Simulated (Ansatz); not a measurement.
Reaction (substitution at a C–C bond): `CC#[C][GeH2][NH2]` + `[OH][Ge][Cl]` → `C[O][Ge][Cl]` + `C#[C][GeH2][NH2]`

Isolated molecules relaxed with PBE0-D4/def2-TZVP in Ansatz; ΔE leaves out vibrations. CBS: MP2 limit from def2 TZ/QZ plus the TZ coupled-cluster correction, frozen cores. DFT in def2-TZVPP. B3LYP here is the variant with VWN-RPA as its local correlation; programs differ in this. For Ge outer-core shells are correlated without core-valence functions, which leaves a few kJ/mol of doubt a bond. Scalar relativity is left out up to krypton. One conformer a species, not always the lowest.

```tsv
level	ΔE (kJ/mol)
r2SCAN-D4	82.4
B3LYP-D4	75.3
ωB97X-V	77.7
B2PLYP	78.3
SCS-MP2/def2-TZVPP	78.0
CCSD(T)/def2-TZVPP	76.5
SCS-MP2/def2-QZVPP	78.6
HF/CBS(def2)	76.4
```

Problem. What does CCSD(T)/CBS give? (An estimate is asked.)

Solution. The calculation gave: +77.3 kJ/mol. The listed levels differ from it by 5.1, -2.0, 0.4, 1.0, 0.7, -0.8, 1.3, -0.9 kJ/mol.

Largest T1 diagnostic among the species: 0.015.

The D4 term adds −3.1 kJ/mol with B3LYP and −1.6 kJ/mol with PBE0; it sums over pairs of atoms, weighted by their polarisabilities, and B3LYP, whose exchange is more repulsive, gets the larger term.
